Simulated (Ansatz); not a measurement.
Total energies of Zn2O⁺ (the lowest doublet isomer of a short search) from Ansatz at PBE0-D4/def2-TZVP, gas phase (1 Eh = 27.2114 eV = 2625.5 kJ/mol). The reference geometry is relaxed at PBE-D4/def2-TZVP.

```xyz
3

Zn   -0.922   -0.257    1.417
Zn    0.857   -0.125   -1.475
O     0.065    0.382    0.058
```

```json
{"state": "charge 1 doublet", "geometry": "reference", "energy (Eh)": "-3633.15643"}
{"state": "charge 0 triplet", "geometry": "reference", "energy (Eh)": "-3633.42814"}
{"state": "charge 1 quartet", "geometry": "relaxed at PBE-D4/def2-TZVP", "energy (Eh)": "-3633.10335"}
```

(1) Work out the vertical electron affinity, to the triplet.

(2) Which of the charge 1 states is lowest, and how far above it are the others?

(1) E(charge 1 doublet) − E(charge 0 triplet) = -3633.15643 − (-3633.42814) = 0.27171 Eh = 7.39 eV.

(2) The doublet. quartet: -3633.10335 − (-3633.15643) = 0.05308 Eh = 139.4 kJ/mol.

The structure comes from a short search, and lower isomers may exist.
